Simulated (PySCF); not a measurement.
Br3HSi. Atoms are numbered in the order given.

```xyz
5

Si     0.0000     0.0000     0.6282
Br     1.7932    -1.0353    -0.1038
Br     0.0000     2.0706    -0.1038
Br    -1.7932    -1.0353    -0.1038
H      0.0000     0.0000     2.1029
```
Charge 0, spin multiplicity 1.

Geometry optimised at ωB97X-D3(BJ)/def2-SVP.

Level of theory: ωB97X-D3(BJ)/def2-SVP in PySCF.

Frequencies are harmonic and unscaled.

Modes within 1.5 cm⁻¹ of each other (mostly degenerate sets) share a row, with their intensities summed.

| mode | ν (cm⁻¹) | IR (km/mol) | moving atoms (share of kinetic energy) |
|---|---|---|---|
| 1–2 | 108 | 1.5 | Br 93 % |
| 3 | 169 | 2.2 | Br 76 %, Si 23 % |
| 4 | 381 | 19.0 | Si 63 %, Br 35 % |
| 5–6 | 507 | 230.1 | Si 75 %, Br 21 % |
| 7–8 | 792 | 323.7 | H 93 % |
| 9 | 2334 | 63.7 | H 97 % |
